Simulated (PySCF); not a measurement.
SMILES O[Si](O)(F)S (CAM-B3LYP/def2-SVP optimised geometry):

```
8

O      1.445    -0.975     0.000
Si    -0.194    -0.975     0.000
O     -0.675    -1.829    -1.304
F     -0.730    -1.681     1.351
S     -1.025     0.975     0.000
H      1.910    -0.471     0.676
H     -0.122    -2.569    -1.577
H     -1.910     0.666     0.970
```

Method: CAM-B3LYP/def2-TZVP (PySCF 2.14.0).

Problem. What are the frontier orbital energies and the dipole moment?

Solution. HOMO-2 -11.38 eV, HOMO-1 -10.99 eV, HOMO -9.26 eV, LUMO 1.05 eV, LUMO+1 1.48 eV; dipole moment 1.41 D.

On the same geometry PBE/def2-TZVP in PySCF gives HOMO-2 -8.19 eV, HOMO-1 -8.02 eV, HOMO -6.61 eV, LUMO -0.75 eV, LUMO+1 -0.51 eV; dipole moment 1.36 D.

Meta-Löwdin charges at CAM-B3LYP/def2-TZVP: O1 -0.76, Si2 1.48, O3 -0.75, F4 -0.51, S5 -0.31, H6 0.37, H7 0.36, H8 0.12.
